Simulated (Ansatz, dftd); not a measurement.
System: C₂H₅Si, charge 0, doublet. C2H5Si (SMILES [H]/[C]=C\[SiH3], doublet).
B3LYP-D3(BJ)/def2-TZVP minimum from Ansatz (an electronic-structure program):
```
C
C 1 1.3030
H 2 1.0808 1 136.92
H 1 1.0912 2 120.21 3 -180.00
Si 1 1.8789 4 117.94 2 180.00
H 5 1.4796 1 108.96 4 180.00
H 5 1.4829 6 109.66 1 -120.70
H 5 1.4829 6 109.66 7 -118.61
```
Charge 0, spin multiplicity 2.

Quantity: atomisation energy (electronic, to ground-state atoms), in kcal/mol. Open shells are spin-unrestricted; no spin-orbit coupling. Correlated methods leave the cores frozen. Rows without X2C or -DK are non-relativistic. CBS(X,Y): correlation extrapolated as X^-3, Hartree-Fock from the larger set. A bracket is a step between two methods taken in the basis named. Functionals run without relativity, which enters their misses. Double hybrids freeze cores in their MP2 part. '+ core + X2C': CCSD(T) terms for core correlation (cc-pwCVTZ, 1s frozen past Ne) and scalar relativity (cc-pVTZ-DK). For partners of very few electrons the exact lower level stands in for a higher one. The UHF reference of C2H5Si ([H]/[C]=C\[SiH3], doublet) is spin-contaminated (<S^2> up to 0.17 over the pure value in the sets run).

Compared with CCSD(T)/CBS(cc-pV(T+d)Z,cc-pV(Q+d)Z) + [CCSDT(Q) - CCSD(T)]/cc-pV(D+d)Z + core + X2C (Ansatz): 659.8 kcal/mol.

Costs are rough ratios of core time, to one figure, on one kind of shared machine, summed over the single points of the molecules; atoms, geometries and frequencies are left out. The first row took roughly 10 core seconds; short runs hold start-up time.

| level | program | cost relative to the first row | difference (kcal/mol) |
|---|---|---|---|
| r2SCANh-D4/def2-TZVPD | Ansatz + dftd4 | 1 | 0.0 |
| r2SCANh/def2-TZVPD | Ansatz | 1 | -0.7 |
| r2SCAN-D3(BJ)/def2-TZVPD | Ansatz + dftd3 | 1 | 3.2 |
| B2GP-PLYP/def2-TZVPD | Ansatz | 1 | -11.4 |
| wB97X-V/def2-TZVPD | Ansatz | 2 | 0.1 |
| wB97M-V/def2-TZVPD | Ansatz | 2 | -1.1 |
| CCSD(T)/cc-pV(T+d)Z | Ansatz | 8 | -18.7 |

The dearest row costs roughly 8 times the first. Costs within a factor of two don't rank. The table holds for this case alone.
